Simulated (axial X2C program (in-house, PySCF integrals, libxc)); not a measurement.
## Spin–orbit effects down a group: molecules with Br, CCSD(T)

All values come from calculations with an axial X2C code built on PySCF integrals, spin-free (one-electron X2C) or two-component (2c: spin–orbit coupling with atomic mean-field Coulomb and Gaunt terms, which also bring small scalar terms), in Dyall basis sets with cores contracted in-house; open shells are unrestricted.

Basis sets: Be dyall-cv3z, Br dyall-cv3z, Ca dyall-cv3z, Mg dyall-cv3z, Sr dyall-cv3z. Frozen shells (counts by l): BeBr Br 3s2p1d, Be 1s, 9 electrons correlated; MgBr Br 3s2p1d, Mg 2s1p, 9 electrons correlated; CaBr Br 3s2p1d, Ca 3s2p, 9 electrons correlated; SrBr Sr 4s3p1d, Br 3s2p1d, 9 electrons correlated. Coupled cluster in natural virtuals with an MP2 remainder. Where the outer core of a metal is frozen, bonds come out longer and ionisation energies lower.

```
molecule   spin-free state  Re (Å)  ωe (cm⁻¹)  De (eV)  2c state  Re 2c (Å)  ωe 2c (cm⁻¹)  De 2c (eV)
    BeBr  M_S = 1/2, Λ = 0   1.961      720.3     3.18   Ω = 1/2      1.962         719.4        3.03
    MgBr  M_S = 1/2, Λ = 0   2.366      372.9     2.72   Ω = 1/2      2.367         372.5        2.58
    CaBr  M_S = 1/2, Λ = 0   2.658      274.8     3.55   Ω = 1/2      2.659         274.5        3.41
    SrBr  M_S = 1/2, Λ = 0   2.803      207.0     3.67   Ω = 1/2      2.804         206.9        3.52
```

Each entry is the lowest single determinant of a limited PBE0 search at one distance. De goes to single-determinant-based atoms at the same level (for ions the charge split of lowest energy) and is withheld (n/a) where an atom does not fit its ground term or J level. Main or longest-lived isotopes.
